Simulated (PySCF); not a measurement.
Gas-phase reaction: Sn(OH)₂ → SnO₂ + 2 H

Computed with PySCF and rigid-rotor harmonic-oscillator thermochemistry at 1 bar. † marks an energy on the PBE0/def2-TZVP geometry and frequencies; other levels use their own. Open shells (unrestricted): H (multiplicity 2); the rest are closed-shell singlets. B3LYP is the form with VWN-RPA correlation. Sn: scalar-relativistic def2 core potential, no spin-orbit coupling. Sn(OH)₂, SnO₂: computed as isolated molecules; such fragments, hydroxides, amides, oligomers or adducts are transient or little studied in the gas. The harmonic model lacks anharmonicity and excited electronic states, which grow with temperature; levels with a mode under 35 cm⁻¹ are left out. Internal rotation in Sn(OH)₂ is treated as a harmonic vibration of one conformer, which makes the entropy rough.

| level | ΔE electronic, kJ | ΔH°(298 K), kJ | ΔS°(298 K), J/K | ΔG°(1800 K), kJ |
|---|---|---|---|---|
| B3LYP/def2-TZVP† | 897 | 852 | 190 | 485 |
| BLYP/def2-TZVP† | 844 | 799 | 190 | 432 |
| M06-2X/def2-TZVP† | 926 | 881 | 190 | 513 |
| PBE/def2-SVP | 856 | 813 | 192 | 442 |
| PBE/def2-TZVP† | 837 | 792 | 190 | 424 |
| PBE0/def2-QZVP† | 897 | 852 | 190 | 485 |
ΔH° is lowest at PBE/def2-TZVP† and highest at M06-2X/def2-TZVP†. No reference value is set beside these.
